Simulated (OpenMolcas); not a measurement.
**Ionisation energies of arsenic**

```json
{
  "Program": "OpenMolcas 26.06",
  "Basis": "ANO-RCC-VQZP [7s6p4d2f1g]",
  "Scalar Hamiltonian": "DKH2, point nucleus",
  "Spin-orbit coupling": "RASSI with atomic mean-field integrals over the reference wave functions, term energies averaged over their components"
}
```

Active shells in each charge state: the valence s, p shells, with orbitals averaged over the low states. Where CASPT2's correlated closed shells are named, they are those of the first ion.

A. CASSCF
B. SS-CASPT2, IPEA 0.25 Eh, imaginary shift 0.1 Eh (closed shells correlated: 3d)
C. SS-CASPT2, IPEA 0.25 Eh, imaginary shift 0.1 Eh (closed shells correlated: 3s 3p 3d)
D. SS-CASPT2, IPEA 0 Eh, imaginary shift 0.1 Eh (closed shells correlated: 3d)
E. SS-CASPT2, IPEA 0.25 Eh, imaginary shift 0.1 Eh (closed shells correlated: none)

Energies in eV between the lowest computed levels, named as in B; reference values from the NIST Atomic Spectra Database with their kind.

| From | To | A | B | C | D | E | Spin-orbit share in B | Reference |
| --- | --- | --- | --- | --- | --- | --- | --- | --- |
| As+ 4s² 4p² ³P₀ | As2+ 4s² 4p ²P°_1/2 | 17.639 | 18.434 | 18.423 | 18.537 | 18.269 | -0.012 | 18.589 (measured) |
| As2+ 4s² 4p ²P°_1/2 | As3+ 4s² ¹S₀ | 27.130 | 28.080 | 28.070 | 28.179 | 27.867 | +0.217 | 28.349 (measured) |
| As3+ 4s² ¹S₀ | As4+ 4s ²S_1/2 | 48.922 | 49.363 | 49.382 | 49.364 | 48.998 | +0.000 | 50.150 (measured) |
| As4+ 4s ²S_1/2 | As5+ 3d¹⁰ ¹S₀ | 61.681 | 62.132 | 62.171 | 62.143 | 61.681 | +0.000 | 62.770 (measured) |

Steps that some method lacks are left out, and so are those with a state whose active s or d shell is doubly occupied in every root (s and p with five to eight electrons, d10) over a frozen core shell of the same l, since the two then mix freely.

Error against the reference values, in %:

| From | Reference | A | B | C | D | E |
| --- | --- | --- | --- | --- | --- | --- |
| As+ | measured | -5.1 | -0.8 | -0.9 | -0.3 | -1.7 |
| As2+ | measured | -4.3 | -0.9 | -1.0 | -0.6 | -1.7 |
| As3+ | measured | -2.4 | -1.6 | -1.5 | -1.6 | -2.3 |
| As4+ | measured | -1.7 | -1.0 | -1.0 | -1.0 | -1.7 |

Mean absolute error over the 4 measured values: A 1.12 eV, B 0.46 eV, C 0.45 eV, D 0.41 eV, E 0.76 eV.

° marks odd parity.
